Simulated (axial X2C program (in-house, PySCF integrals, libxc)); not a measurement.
# DyOH⁺: the levels of the configuration f9 s1

Computed with an axial X2C code built on PySCF integrals: two-component X2C with atomic mean-field Coulomb and Gaunt terms, basis Dy dyall-v3z, O dyall-v3z, H dyall-v3z (cores contracted in-house). Orbitals come from Hartree–Fock averaged over the configuration Dy f9 s1; CI then distributes these electrons over the f, s shells of Dy.

Dy–O–H held linear, bonds 1.928 and 0.950 Å (the second held) (near the minimum of the configuration average).

Active spinors (ω > 0):

```
shell    ω  ε (eV)                    character
    f  5/2  -16.93                    100% Dy f
    f  3/2  -16.81                    100% Dy f
    f  1/2  -16.70                     99% Dy f
    f  7/2  -16.07                    100% Dy f
    f  5/2  -15.99                    100% Dy f
    f  3/2  -15.89                    100% Dy f
    f  1/2  -15.82                     99% Dy f
    s  1/2   -8.13  76% Dy s, 13% Dy d, 7% Dy p
```

Lowest levels of this model:

```csv
Ω,energy (cm⁻¹),g∥,configuration
8,0,21.92,100% f9 s1
7,511,18.75,100% f9 s1
6,956,15.81,100% f9 s1
5,1306,13.08,100% f9 s1
4,1546,10.50,100% f9 s1
3,1688,7.95,100% f9 s1
2,1758,5.35,100% f9 s1
1,1787,2.70,100% f9 s1
0,1795,0.00,100% f9 s1
7,2207,18.55,100% f9 s1
6,2587,15.69,100% f9 s1
5,2892,12.90,100% f9 s1
4,3130,10.22,100% f9 s1
3,3305,7.63,100% f9 s1
2,3423,5.09,100% f9 s1
1,3489,2.54,100% f9 s1
0,3511,0.00,100% f9 s1
7,4200,18.50,100% f9 s1
6,4495,15.24,100% f9 s1
5,4784,12.15,100% f9 s1
4,5056,9.37,100% f9 s1
6,5205,15.94,100% f9 s1
3,5280,7.00,100% f9 s1
5,5388,13.05,100% f9 s1
2,5426,4.77,100% f9 s1
1,5504,2.43,100% f9 s1
0,5529,0.00,100% f9 s1
4,5564,10.24,100% f9 s1
3,5753,7.45,100% f9 s1
2,5938,4.83,100% f9 s1
```

g∥ is the magnitude of 2⟨Lz + ge Sz⟩ for the +Ω component.

(1) From Ω and g∥ of the lowest level, whose 2⟨Lz + ge Sz⟩ is positive, find ⟨Sz⟩ and ⟨Lz⟩ (ge = 2.0023).

Occupations of the active spinors in the lowest level by ω, shell by shell in order of energy: -7/2: 0.00; -5/2: 0.93 0.07; -3/2: 0.85 0.15; -1/2: 0.71 0.29 0.00; 1/2: 0.51 0.49 1.00; 3/2: 1.00 1.00; 5/2: 1.00 1.00; 7/2: 1.00. The leading determinant has weight 0.29 among 106.

This point took 3.7 s on 1 thread of AMD EPYC 7R43 64-Core Processor (Zen 3), with other jobs on the host.

There is no dynamic correlation: spin–orbit spacings and, for f shells, spacings inside one term are the most reliable numbers, splittings between terms come out too wide, and energies between configurations are not reliable, so the lowest level need not be the ground state of the molecule. At most 4 roots were kept for each Ω > 0 (twice that for Ω = 0) within 2.2 eV of the lowest, so higher up levels can be missing between those listed; levels with Ω > 0 are doubly degenerate and listed once, Ω = 0 levels singly. The molecule was held linear; bending was not examined.

## Answers

(1) Ω = ⟨Lz⟩ + ⟨Sz⟩ = 8 and ⟨Lz⟩ + ge⟨Sz⟩ = 10.960, so ⟨Sz⟩ = 2.95 and ⟨Lz⟩ = 5.05.
